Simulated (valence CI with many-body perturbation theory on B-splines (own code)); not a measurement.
Pt7+ in three bases

Computed by relativistic CI+MBPT: three valence electrons over a frozen Dirac-Fock core [Xe] 4f14, a basis of 7 s, 7 p, 8 d, 6 f, 4 g, 1 h functions for each j, with the one-electron correlation potential Σ1, the two-electron term Σ2, the three-electron term Σ3, Breit, model QED; selected CI, second order for the rest, scaled by the run's own slope (own B-spline code, finite nucleus).

No measured spectrum was set against this ion. As an estimate, terms of the open shell hold to 2 to 4 % of their energy, and close levels can change places; different configurations can be misplaced against each other by 1,000 to 8,000 cm⁻¹. Only levels of the ground parity were solved; by the run's estimate the other parity begins above the list, which can be wrong where configurations are misplaced.

The reference run has the lowest level (5d3/2^3) J=3/2 and an ionisation energy of 109.613 eV. Its largest variational space holds 7809 state functions.

Levels are named by their leading jj configuration (3d3/2^4 stands for four electrons in 3d with j = 3/2), which in mixed levels can hold well under half, so a name can repeat and another be missing. Letters in brackets count levels of one name in rising energy.

Changed runs:
A. basis 6 s, 6 p, 5 d, 5 f, 1 g
B. basis 5 s, 5 p, 4 d, 4 f

Excitation energies of the reference run in cm⁻¹, and shifts in cm⁻¹:

```tsv
Level	Reference	A	B
(5d3/2^2 5d5/2) J=5/2	10031	-70	-154
(5d3/2^2 5d5/2) J=7/2	16988	-30	+6.2
(5d3/2^2 5d5/2) J=3/2	19288	+100	+435
(5d3/2^2 5d5/2) J=9/2	20568	+71	+365
(5d3/2^2 5d5/2) J=1/2	22561	+74	+405
(5d3/2 5d5/2^2) J=7/2 [a]	31810	+122	+537
(5d3/2 5d5/2^2) J=9/2	33339	+69	+504
(5d3/2 5d5/2^2) J=5/2 [a]	33970	+42	+288
(5d3/2 5d5/2^2) J=3/2 [a]	38735	+118	+424
(5d3/2 5d5/2^2) J=1/2	40528	+159	+689
(5d3/2 5d5/2^2) J=11/2	43288	+199	+1050
(5d3/2 5d5/2^2) J=5/2 [b]	47201	+216	+733
Ionisation energy (eV)	109.613	-0.036	-0.065
```
